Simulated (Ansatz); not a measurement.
```yaml
atoms:
  - { symbol: Cl, position_ang: [0.0037, 0.0093, -2.0974] }
  - { symbol: Zn, position_ang: [-0.0048, 0.0080, 0.0036] }
  - { symbol: Cl, position_ang: [0.0014, -0.0078, 2.1031] }
```

Basis set: cc-pVDZ (spherical functions). Correlated methods keep 15 orbitals frozen. Charge 0, multiplicity 1.

Computed with Ansatz (development build ahead of 0.2.0); each method stands on the lowest determinant of its kind that the runs found. Restricted open shells among the atoms or ions are ROHF, correlated in semicanonical orbitals with singles.

Give the atomization energy at this shape (free ground-state atoms in the same class of orbitals less the molecule, no zero-point energy) of singlet ZnCl2 by RHF-MP2, RHF.

| method | atomization energy |
| --- | --- |
| RHF-MP2 | 150.10 kcal/mol |
| RHF | 125.39 kcal/mol |
